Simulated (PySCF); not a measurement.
Al(All)(OH)2 (C3H7AlO2), SMILES C=C[CH2][Al]([OH])[OH]. Geometry optimised at B3LYP-D3(BJ)/def2-SVP. The values are those of a single conformer.

**Question.** Give the equilibrium geometry at B3LYP-D3(BJ)/def2-SVP (PySCF confirms it by a frequency run) as a Z-matrix. (The exact figures need the calculation; the answer reports its results.)

**Answer.** One answer among several that fit: 
```
C
H 1 1.1025
H 1 1.1054 2 107.12
C 1 1.4953 2 112.20 3 122.27
C 4 1.3403 1 126.50 2 -143.80
H 5 1.0929 4 121.47 1 -177.67
H 5 1.0958 6 116.99 4 179.04
H 4 1.0989 5 117.82 6 -0.81
Al 1 1.9621 2 109.22 3 -115.05
O 9 1.7014 1 119.67 2 31.63
H 10 0.9617 9 124.39 1 178.82
O 9 1.7072 10 118.80 11 -0.62
H 12 0.9628 9 121.29 10 -177.90
```
Charge 0, spin multiplicity 1.
